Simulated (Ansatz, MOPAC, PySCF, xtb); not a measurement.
Diatomic InF, closed-shell singlet (the spin of the measured ground state). No spin–orbit coupling.

Seven points along R, fitted to fifth degree in 1/R; most abundant isotopes. In def2 and cc sets the state is the lowest found near the PBE0 minimum, followed along R. The singlet is held restricted. HF and MP2 rows in def2 and cc sets belong to the determinant that coupled cluster picked by its CCSD energy.

The values were computed with Ansatz (Gaussian basis) for Hartree–Fock, density functionals and correlated methods; MOPAC for AM1, PM3, PM6, PM7 (differences of heats of formation); PySCF for 3-21G rows, LANL2DZ rows; xtb for the GFN methods. Each number belongs to the level named beside it. In def2 rows elements past Kr take small-core potentials, without spin–orbit coupling.

```tsv
level	r_e (Å)	ω_e (cm⁻¹)	ω_e x_e (cm⁻¹)	α_e (cm⁻¹)	D_e (eV)	dipole (D)
AM1	1.982	535	1.3	0.0011	-	-
PM3	1.986	636	4.0	0.0013	-	-
PM6	1.982	666	2.9	0.0013	-	-
PM7	1.927	560	1.7	0.0010	-	-
GFN1-xTB	2.096	369	0.31	0.00080	-	-
HF/3-21G	1.930	669	2.9	0.0017	-	1.84
HF/def2-TZVPP	1.976	554	2.8	0.0019	-	-
HF/def2-QZVPP	1.975	552	2.9	0.0019	-	-
SVWN5/def2-TZVPP	1.982	538	2.6	0.0018	6.60	3.03
PBE/def2-TZVPP	2.020	503	2.5	0.0018	5.79	3.19
BP86/LANL2DZ	1.941	489	1.7	0.0018	-	2.71
B97M-V/def2-TZVPP	1.996	526	2.6	0.0019	5.65	3.21
B3LYP/LANL2DZ	1.923	507	1.8	0.0018	-	2.91
B3LYP/def2-TZVPP	2.011	515	2.5	0.0018	5.51	3.37
PBE0/def2-TZVPP	1.994	530	2.6	0.0018	5.41	3.20
BHLYP/def2-TZVPP	1.986	541	2.6	0.0018	5.10	3.33
CAM-B3LYP/def2-TZVPP	1.993	534	2.5	0.0018	5.60	3.27
wB97X-V/def2-TZVPP	1.992	536	2.5	0.0018	5.61	3.14
wB97M-V/def2-TZVPP	1.993	536	2.5	0.0018	5.55	3.16
B2PLYP/def2-TZVPP	2.001	527	2.5	0.0018	5.55	-
MP2/def2-TZVPP	1.990	542	2.5	0.0018	-	-
MP2/def2-QZVPP	1.988	535	2.7	0.0019	-	-
MP2/CBS(def2-TZVPP, def2-QZVPP)	1.987	532	2.8	0.0019	-	-
SCS-MP2/def2-TZVPP	1.994	537	2.6	0.0018	-	-
SCS-MP2/def2-QZVPP	1.992	531	2.7	0.0019	-	-
CCSD/def2-TZVPP	1.985	548	2.6	0.0018	5.26	-
CCSD/def2-QZVPP	1.981	545	2.8	0.0019	5.43	-
CCSD(T)/def2-TZVPP	1.988	545	2.6	0.0018	5.41	-
CCSD(T)/def2-QZVPP	1.985	541	2.7	0.0019	5.61	-
CCSD(T)/CBS(def2-TZVPP, def2-QZVPP)	1.984	540	2.8	0.0019	5.72	-
```

D_e counts from each atom's lowest state at the same level, without counterpoise or zero-point energy.

Correlated levels freeze the inner cores; with def2 sets outer-core shells near the valence are correlated too. CBS: X⁻³ extrapolation of the correlation energy, Hartree–Fock from the larger set. Rows in 3-21G, LANL2DZ carry no dispersion term and start afresh at each structure; the Pople sets are all-electron and without relativity. LANL2DZ brings its own core potentials from Na on. The state that AM1, PM3, PM6, PM7 reach isn't checked; PM7 holds dispersion and hydrogen-bond terms.

Measured for the ground state: r_e 1.9854 Å [microwave values compiled in ACS Omega 2, 8373 (2017)]. ω_e 535.35 cm-1, ω_e x_e 2.64 cm-1, B_e 0.26232 cm-1, α_e 0.0018798 cm-1 [Huber and Herzberg (1979), NIST Chemistry WebBook]. D_0 5.309 ± 0.14 eV (a handbook's tabulated 298 K bond energy less 3RT/2; such tables hold older values) [Luo, bond dissociation energies, CRC Handbook]. dipole 3.4 D [compilation of Liu, Meijer and Pérez-Ríos].

Ansatz is a program for electronic structure.
